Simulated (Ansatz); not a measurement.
Input for Ansatz (a program for electronic structure): R-B3LYP/def2-TZVPPD on BH3 (SMILES B) with ghost functions, monomers drawn apart or pushed together. Files ending in .json are basis or fitting sets from the Basis Set Exchange.

Ansatz 0.2 input:
```yaml
crystal:
  periodic: [false, false, false]
  atoms:
    - {symbol: B, position_ang: [0.05092971, -0.01422898, 0.50933895]}
    - {symbol: H, position_ang: [0.35862152, 1.07006016, 0.11994969]}
    - {symbol: H, position_ang: [0.91233479, -0.82054991, 0.33790774]}
    - {symbol: H, position_ang: [-1.00059855, -0.37162160, 0.07540596]}
basis:
  gaussian:
    orbitals: def2-TZVPPD.json
    ghost_atoms:
      - {symbol: C, position_ang: [-0.31453587, 0.23648108, 3.60722456]}
      - {symbol: O, position_ang: [-0.18239043, 0.14618106, 2.48605463]}
hamiltonian:
  xc: {name: B3LYP}
scf: {lower_state_search: off}
```

The head of its log:

```
WARN ansatz: RAYON_NUM_THREADS=1 ignored (pool sized by the plan → 1); use --threads N
Functional definition: B3LYP
these checks for a lower state are left out or cut short: stability, starts, cluster_reference, orbital_swaps, neighbouring_geometries, increment
integrals: 0.04 GiB planned
680 factors; their error is unknown
mean field: 0.52 GiB planned
mean field evaluation 1: about -722.7103 eV, gradient 1.8e1 eV
mean field evaluation 2: about -723.4085 eV, gradient 1.1e1 eV
```

**Question.** Predict the final total energy.

**Answer.** -26.5998 hartree.
